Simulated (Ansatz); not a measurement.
Frontier orbitals of AlH9OSi3, SMILES `[AlH2][SiH]([SiH3])O[SiH3]`.

Charge 0, multiplicity 1. Geometry: relaxed with PBE0-D4/def2-TZVP. It is one conformer, not always the lowest. Basis def2-TZVPP, the Gaussian-basis code of Ansatz.

```csv
functional,HOMO (eV),LUMO (eV),gap (eV)
PBE,-6.10,-2.93,3.17
revPBE,-6.06,-2.83,3.23
PBE0,-7.14,-2.18,4.96
B3LYP,-6.95,-2.36,4.59
CAM-B3LYP,-8.35,-1.22,7.13
LC-ωPBE,-9.61,-0.17,9.44
ωB97M-V,-9.08,-0.57,8.51
HF,-9.54,0.57,10.11
```

A quarter of exact exchange (PBE0) shifts PBE's HOMO by −1.04 eV and its LUMO by +0.75 eV; full exchange at long range (ωB97M-V) shifts them by −2.97 and +2.36 eV. The gap opens from 3.17 to 8.51 eV, since occupied levels lose self-interaction and empty ones feel all the electrons.

B3LYP here is the variant with VWN-RPA as its local correlation; programs differ in this. LC-ωPBE has ω = 0.4 bohr⁻¹.
